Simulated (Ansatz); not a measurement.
CH₇AlO₂Si at its PBE0-D4/def2-TZVP geometry, where that method's forces vanish. Total charge 0; spin multiplicity 1. The bonds changed during the relaxation, so this is another structure than the one it started from.

```csv
atom,x (Å),y (Å),z (Å)
O1,-1.2390,0.3544,-0.2303
C2,-0.1546,1.2900,-0.6048
O3,0.8190,1.2191,0.3224
Si4,1.4578,-0.3203,0.7577
Al5,-0.6751,-1.4768,0.3580
H6,-1.9263,0.3624,-0.9063
H7,-0.5991,2.2888,-0.6150
H8,0.1739,0.9965,-1.6124
H9,2.0130,-0.0788,2.1162
H10,2.6358,-0.5587,-0.1333
H11,-0.8526,-2.2698,-1.0201
H12,-1.6528,-1.8069,1.5679
```

For each bond, give half the difference of the two atoms' forces along it (eV/Å; positive pushes the atoms apart) under PBE-D4, r2SCAN-D4, B3LYP-D4, ωB97M-V in def2-TZVPP. (Estimate.)

Ansatz gave: 
```tsv
bond	length (Å)	PBE-D4	r2SCAN-D4	B3LYP-D4	ωB97M-V
O1–C2	1.480	0.35	0.39	0.35	0.19
O1–Al5	2.004	-0.06	-0.13	0.00	0.02
O1–H6	0.964	0.30	-0.01	-0.08	-0.09
C2–O3	1.346	0.24	0.15	0.19	0.23
C2–H7	1.093	0.04	-0.11	-0.21	-0.18
C2–H8	1.100	0.03	-0.10	-0.13	-0.15
O3–Si4	1.723	0.29	0.04	0.10	0.07
Si4–Al5	2.459	-0.06	0.03	0.14	0.07
Si4–H9	1.487	0.07	-0.03	-0.13	-0.13
Si4–H10	1.496	0.05	-0.03	-0.10	-0.11
Al5–H11	1.600	0.03	-0.02	-0.08	-0.09
Al5–H12	1.590	0.04	-0.02	-0.10	-0.11
```

B3LYP here is the variant with VWN-RPA as its local correlation; programs differ in this.
